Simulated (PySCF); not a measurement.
AsH2, SMILES [AsH2], multiplicity 2. Coordinates come from a PBE-D3(BJ)/def2-TZVPD optimisation. The isomer is the one that the SMILES or the coordinates give; other isomers of the formula were not compared.

### Question
Give the equilibrium geometry at PBE-D3(BJ)/def2-TZVPD (PySCF confirms it by a frequency run) as Cartesian coordinates in Å, and its point group. (Estimate from the structure and the level; the computed values follow.)

### Answer
point group C2v.
```xyz
3

As     0.0000     0.0000     0.0622
H      0.0000    -1.0900    -1.0266
H      0.0000     1.0900    -1.0266
```
Charge 0, spin multiplicity 2.
